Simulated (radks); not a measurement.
Neutral bismuth inside a hard spherical wall (all orbitals vanish at R), configuration held at [Hg] 6p3 and not refilled when levels cross. Method: scalar-relativistic Kohn-Sham, PBE, spin-polarised, spherical densities, point nucleus; open shells are filled with parallel spins first (spin-orbit coupling, left out, can overturn this in heavy ions); computed with a radial shooting solver on a logarithmic mesh with Libxc functionals. Eigenvalues in eV for spin up, with the zero of energy where the potential of the charges vanishes at infinity; a dash marks a level that is unbound or too diffuse for the functional's potential to be trusted. A positive occupied level is held by the wall or, in an anion where self-interaction has pushed it up, behind a barrier. The pressure on the wall is -dE/dV.

| R (bohr) | E (hartree) | kinetic (hartree) | e(5p) | e(5d) | e(6s) | e(6p) | e(7s, empty) | e(6d, empty) | pressure (GPa) |
|---|---|---|---|---|---|---|---|---|---|
| free | -21530.8208 | 24432.373 | -95.638 | -26.967 | -14.969 | -5.179 | - | - | 0 |
| 20 | -21530.8208 | 24432.373 | -95.638 | -26.967 | -14.969 | -5.179 | - | - | < 0.0001 |
| 15 | -21530.8208 | 24432.373 | -95.638 | -26.966 | -14.969 | -5.179 | -0.743 | 0.770 | < 0.0001 |
| 8 | -21530.8165 | 24432.408 | -95.405 | -26.739 | -14.780 | -4.992 | 1.080 | 2.628 | 0.183 |
| 6 | -21530.7751 | 24432.658 | -94.302 | -25.669 | -13.936 | -3.997 | 5.867 | 5.783 | 3.59 |
| 5 | -21530.6626 | 24433.238 | -92.550 | -23.999 | -12.581 | -2.150 | 13.112 | 10.064 | 18.9 |
| 3.5 | -21529.5524 | 24438.141 | -84.302 | -16.365 | -4.605 | 9.418 | 50.796 | 31.394 | 374 |
| 3 | -21527.9571 | 24444.721 | -77.093 | -9.676 | 4.417 | 22.067 | 86.425 | 51.580 | 1280 |
| 2.5 | -21523.6095 | 24461.818 | -63.415 | 3.728 | 25.817 | 50.740 | 158.03 | 92.522 | 5350 |
| 2 | -21509.6304 | 24512.981 | -34.630 | 35.257 | 85.455 | 125.55 | 321.23 | 186.85 | 29100 |
| 1.5 | -21453.2924 | 24697.324 | 42.966 | 128.65 | 285.84 | 356.14 | 766.65 | 446.85 | 232000 |
